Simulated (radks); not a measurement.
Isoelectronic series with 14 electrons, all held in the configuration [Ne] 3s2 3p2, which need not be the ground one along the series. Method: Dirac Kohn-Sham, PBEsol, spin-unpolarised, spherical densities, finite nucleus; open shells fill j = l - 1/2 first; Fermi nuclear charge, rms radius of each element as measured or else 0.836 A^(1/3) + 0.57 fm; computed with a radial shooting solver on a logarithmic mesh with Libxc functionals. Total energies (hartree) and orbital eigenvalues (eV):

ion,E (hartree),3p1/2,3s1/2
Er54+,-10006.4007,-5285.560,-5431.941
Tm55+,-10335.9443,-5483.435,-5633.109
Yb56+,-10671.8749,-5685.610,-5838.596
Lu57+,-11014.3402,-5892.140,-6048.484
Hf58+,-11363.4684,-6103.085,-6262.850
Ta59+,-11719.2870,-6318.505,-6481.730
W60+,-12081.8976,-6538.463,-6705.191
Re61+,-12451.4154,-6763.027,-6933.307
Os62+,-12827.8971,-6992.264,-7166.129
Ir63+,-13211.5342,-7226.246,-7403.765
Pt64+,-13602.3534,-7465.047,-7646.254
Au65+,-14000.5185,-7708.745,-7893.696
Hg66+,-14406.1100,-7957.421,-8146.154
Tl67+,-14819.2980,-8211.159,-8403.734
